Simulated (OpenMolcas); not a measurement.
Cr2+ (d4) among equal point charges was computed by CASSCF with the d shell active (OpenMolcas, ANO-RCC-VDZP on the metal). Its lowest spin-free states, and all those of the highest spin:

| 2S+1 | Degeneracy | E (cm-1) |
| --- | --- | --- |
| 5 | 2 | 0.0 |
| 5 | 1 | 1943 |
| 5 | 2 | 2679 |
| 3 | 2 | 18333 |
| 3 | 1 | 18552 |
| 3 | 2 | 19673 |
| 3 | 1 | 20543 |
| 3 | 2 | 20600 |
| 3 | 1 | 20777 |
| 3 | 2 | 20780 |
| 3 | 1 | 22461 |
| 3 | 2 | 22610 |

Is the site octahedral, tetrahedral or cube-like, axial, or of lower symmetry?

The states with 2S+1 = 5 have orbital degeneracies 2, 1, 2. There are pairs but no triples, so the site is axial: not cubic, but with a proper or improper axis of order three or more. The run had Cr2+ among 6 point charges of -1 e arranged as a trigonal antiprism (D3d), 2.23 Å from the ion, with a polar angle of 52.6° against the regular 54.74°.

An orbital doublet at a regular site is open to a Jahn-Teller distortion, which this geometry leaves out. Without dynamic correlation the repulsion within the d shell is too large (B by tens of per cent), so at a given field states of lower spin stand too high. The ground term spreads over less than 5000 cm-1, several times less than with real ligands, so orbital moments are less quenched and χT lies further from the spin-only value than at real sites. Point charges carry no covalency, so the field is a model and not that of real ligands. A group larger than the point group allows holds several states that coincide in this model. No measured value stands beside these numbers.
